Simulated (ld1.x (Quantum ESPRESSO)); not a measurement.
Before and after: TM potential for rhodium (Rh)

* Element: Rh
* Generator: ld1.x (Quantum ESPRESSO) 7.5
* Type: norm-conserving Troullier–Martins (Kleinman–Bylander form)
* Functional: LDA (PZ)
* Relativity: scalar-relativistic
* Frozen core: [Ar] 3d10 4s2
* Valence charge: 15
* Reference configuration: 4p6 4d8 5s0.5 5p0.5
* Partial waves: 5s (bound): rc 2.60 bohr; 4d (bound): rc 1.20 bohr; 4p (bound): rc 1.35 bohr
* Local potential: the p channel
* Core correction: none

Occupied shells without a wave of their own: 5p. They enter only through the test configuration that unscreens the potential.

Change: fully relativistic.

Cutoffs: the cutoffs (Ry, on a coarse ladder) from which the occupation-weighted sum of valence levels, in a spherical-Bessel basis at the reference potential, stays within 10 and 1 mRy of its value at 400 Ry; they do not see the model core or the augmentation charge, which bear on the density cutoff. Errors are all-electron minus pseudo energies relative to the spin-unpolarised reference configuration.

Problem. How do hardness, ghosts and transferability respond?

Solution. The potential gets neither clearly harder nor softer (80 Ry and 120 Ry → 80 Ry and 120 Ry); the bound ghosts move from s to p, s; the miss of the reference levels goes from 0.03 to 2.68 eV; the number of tests that count goes from 9 to 7; of the 7 tests that both files solve, the error grows in 0 and shrinks in 2 by more than 15 % and 0.3 meV (median size 31.3 → 29.1 meV). In the changed file the local p channel has no projectors, so it cannot carry the spin–orbit splitting, and the file is wrong for that shell.

```tsv
quantity	base	changed
cutoff, loose	80 Ry	80 Ry
cutoff, tight	120 Ry	120 Ry
bound ghosts	s	p1/2 (extra level of the local part), s
largest miss of a reference level, eV	0.03	2.68
error for 4p6 4d8 5s1 5p0, meV [ΔE -1.83 eV]	-13	-12
error for 4p6 4d8 5s0 5p0, meV [ΔE 5.96 eV]	-31	-29
error for 4p6 4d7 5s0 5p0, meV [ΔE 25.72 eV]	-44	-40
error for 4p6 4d8 5s0 5p1, meV [ΔE 1.90 eV]	+13	+13
error for 4p6 4d5 5s0 5p0, meV [ΔE 105.61 → 105.61 eV]	-46	-31
error for 4p6 4d8.5 5s0.5 5p0, meV [ΔE -2.43 eV]	-9.4	-8.3
error for 4p6 4d6 5s0 5p0, meV [ΔE 58.46 eV]	-49	-40
s: phases at 2.86 bohr within 0.05 rad from the reference energy up to (Ry; the scan ends near 5)	3.0	n/a
```

Base: These tests converged, but a pseudo level misses the all-electron one widely, so the file describes the atom poorly there or has found another state: 4p6 4d5 5s0 5p0: empty 5s by 8.3 eV (a node warning on the way). Changed file: These tests converged, but a pseudo level misses the all-electron one widely, so the file describes the atom poorly there or has found another state: 4p6 4d5 5s0 5p0: empty 5s by 8.3 eV (a node warning on the way). A true bound ghost makes a file unfit for plane-wave use even where its test errors are small: the radial tests pick states by their node count and pass the ghost by.
